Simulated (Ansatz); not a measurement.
One geometry of C₄H₁₀BN (`CC#[N+][BH-](C)C`), several functionals.

```yaml
crystal:
  periodic: [false, false, false]
  atoms:
    - {symbol: C, position_ang: [-0.419391, -1.654745, 2.588119]}
    - {symbol: C, position_ang: [-0.087353, -0.817315, 1.460931]}
    - {symbol: N, position_ang: [0.182764, -0.151085, 0.573052]}
    - {symbol: B, position_ang: [0.535099, 0.756656, -0.661335]}
    - {symbol: C, position_ang: [0.827888, -0.242497, -1.896917]}
    - {symbol: C, position_ang: [-0.720142, 1.751835, -0.872582]}
    - {symbol: H, position_ang: [-1.419077, -1.409134, 2.950287]}
    - {symbol: H, position_ang: [-0.396099, -2.704091, 2.289463]}
    - {symbol: H, position_ang: [0.300957, -1.496184, 3.392506]}
    - {symbol: H, position_ang: [1.537932, 1.337936, -0.277497]}
    - {symbol: H, position_ang: [1.640657, -0.950502, -1.704226]}
    - {symbol: H, position_ang: [-0.056469, -0.820496, -2.191162]}
    - {symbol: H, position_ang: [1.123895, 0.349769, -2.768375]}
    - {symbol: H, position_ang: [-0.494876, 2.435331, -1.697160]}
    - {symbol: H, position_ang: [-1.639996, 1.219599, -1.143400]}
    - {symbol: H, position_ang: [-0.938789, 2.372523, 0.002593]}
basis:
  gaussian: {orbitals: def2-TZVPP}
hamiltonian: {xc: pbe0, dispersion: d4}
output: {orbitals: {seedname: orbitals}}
```

```sh
$ ansatz run in.yaml --threads 4 --pin off --events-out ev --progress --plain --max-ram 11315MiB
```

Shortened log:

```
Functional definition: PBE0
1634 factors; their error is unknown
mean field evaluation 1: about -6456.4563 eV, gradient 8.2e1 eV
mean field evaluation 2: about -6438.8759 eV, gradient 1.1e2 eV
mean field evaluation 4: about -6471.4636 eV, gradient 1.0e1 eV
mean field evaluation 8: about -6471.6615 eV, gradient 1.5e-1 eV
mean field evaluation 16: about -6471.6545 eV, gradient 1.9e-4 eV
mean field -6471.65453936 eV, -237.8289176766 hartree, gradient 3.3e-5 eV, S^2 0.000000; 0 other end points of the search recorded, 0 dependent functions left out
reference -6471.65457868 eV, -237.8289191214 hartree; 23, 23 occupied and 303, 303 virtual orbitals, 1634 factors
Total energy: -6471.89888354 eV, -237.8378971596 hartree
```

It took 4.3 s on 4 threads of an Arm Neoverse V2 on a shared host, with 0.86 GiB of host memory at the peak.

Changing it to `hamiltonian: {xc: {name: wB97X-V}}` (abridged; 11 s):

```
Functional definition: wB97X-V
mean field evaluation 16: about -6477.8809 eV, gradient 6.3e-5 eV
mean field -6477.88093139 eV, -238.0577333632 hartree, gradient 6.3e-5 eV, S^2 0.000000
Total energy: -6477.88092887 eV, -238.0577332706 hartree
```

Changing it to `hamiltonian: {xc: {name: BHLYP}, dispersion: d4}` (abridged; 4.4 s):

```
Functional definition: BHLYP
mean field evaluation 16: about -6475.7550 eV, gradient 4.9e-5 eV
mean field -6475.75495756 eV, -237.9796052661 hartree, gradient 4.9e-5 eV, S^2 0.000000
Total energy: -6476.07436193 eV, -237.9913431599 hartree
```

The same input with `hamiltonian: {xc: {name: PBE-QIDH}}` (abridged; 9 s):

```
Functional definition: PBE-QIDH
mean field evaluation 16: about -6460.4633 eV, gradient 8.2e-5 eV
mean field -6460.46328006 eV, -237.4176464828 hartree, gradient 2.5e-6 eV, S^2 0.000000
6 core orbitals not correlated: weight in the atoms' cores, before any rotation towards them, 1.000 or more for the frozen orbitals, at most 0.000 for the correlated occupied ones
second order -30.81464085 eV of doubles, -0.00000000 eV of singles
Total energy: -6470.73484277 eV, -237.7951194501 hartree
```

Changing it to `hamiltonian: {xc: {name: B97M-V}}` (abridged; 13 s):

```
Functional definition: B97M-V
mean field evaluation 16: about -6480.0636 eV, gradient 9.6e-4 eV
mean field -6480.06363475 eV, -238.1379462321 hartree, gradient 4.2e-5 eV, S^2 0.000000
Total energy: -6480.06371004 eV, -238.1379489992 hartree
```

The same input with `hamiltonian: {xc: r2scan, dispersion: d4}` and forces (abridged; 6.5 s):

```
Functional definition: r2SCAN
mean field evaluation 16: about -6475.7718 eV, gradient 1.0e-2 eV
mean field -6475.77181423 eV, -237.9802247371 hartree, gradient 5.4e-5 eV, S^2 0.000000
Total energy: -6475.85020941 eV, -237.9831057070 hartree
Atom 0 force     0.012355     0.026218    -0.032338 eV/Å
Atom 1 force    -0.192076    -0.450735     0.586818 eV/Å
Atom 2 force     0.190911     0.452101    -0.590847 eV/Å
Atom 3 force     0.034049    -0.018284     0.086477 eV/Å
Atom 4 force     0.020306    -0.038721    -0.061283 eV/Å
Atom 5 force    -0.051332     0.053210    -0.013735 eV/Å
Atom 6 force     0.015318    -0.014356     0.006079 eV/Å
Atom 7 force    -0.004345     0.010381     0.018773 eV/Å
Atom 8 force    -0.017269    -0.014062     0.000804 eV/Å
Atom 9 force    -0.002898     0.001723    -0.007765 eV/Å
Atom 10 force    -0.014949     0.007159    -0.006986 eV/Å
Atom 11 force     0.009807     0.006993     0.005767 eV/Å
Atom 12 force    -0.005448    -0.007441     0.010074 eV/Å
Atom 13 force    -0.003838    -0.009591     0.009039 eV/Å
Atom 14 force     0.011743     0.004478     0.004449 eV/Å
Atom 15 force    -0.002334    -0.009075    -0.015324 eV/Å
Dipole moment:    -0.323848    -0.839278     1.143619 e Å
```
